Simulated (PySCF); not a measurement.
Gas-phase reaction: 2 Si3O3 = 6 Si + 3 O2

Energies from PySCF (xtb for GFN2), thermal terms from the rigid-rotor harmonic-oscillator model, ideal gas at 1 bar. † marks an energy on the PBE0/def2-TZVP geometry and frequencies; other levels use their own. MP2 freezes the core. 6-31G* has spherical d functions here. Open shells (unrestricted): Si (multiplicity 3, electronic degeneracy 9), O2 (multiplicity 3); the rest are closed-shell singlets. GFN2 has no spin-polarisation term. Spin-orbit splitting is ignored; it lowers the true energy and changes the entropy of Si. B3LYP is the form with VWN-RPA correlation. Si3O3: computed as isolated molecules; such fragments, hydroxides, amides, oligomers or adducts are transient or little studied in the gas. MP2 isn't extrapolated to the basis-set limit; its ΔH°(298 K) is 3843.2 kJ in def2-SVP and 4234.8 kJ in def2-TZVPP. The harmonic model lacks anharmonicity and excited electronic states, which grow with temperature; levels with a mode under 35 cm⁻¹ are left out. Soft modes under 120 cm⁻¹ make the harmonic entropy rough for Si3O3.

```
level               ΔE electronic, kJ  ΔH°(298 K), kJ  ΔS°(298 K), J/K  ΔG°(600 K), kJ
------------------  -----------------  --------------  ---------------  --------------
B3LYP/6-31G*                     3860            3842              967            3261
BLYP/def2-TZVP†                  3981            3962              966            3382
GFN2-xTB                         5304            5286              965            4706
M06-2X/def2-TZVP†                4324            4305              966            3724
MP2/def2-SVP†                    3862            3843              966            3263
MP2/def2-TZVPP†                  4254            4235              966            3655
PBE/def2-TZVP†                   4006            3987              966            3407
PBE0/def2-SVP†                   3845            3826              966            3246
r2SCAN/def2-TZVP†                4071            4052              966            3472
LDA/def2-TZVP†                   4523            4504              966            3924
ωB97X-V/def2-TZVP†               4184            4165              966            3585
```
ΔH° is lowest at PBE0/def2-SVP† and highest at GFN2-xTB. No reference value is set beside these.
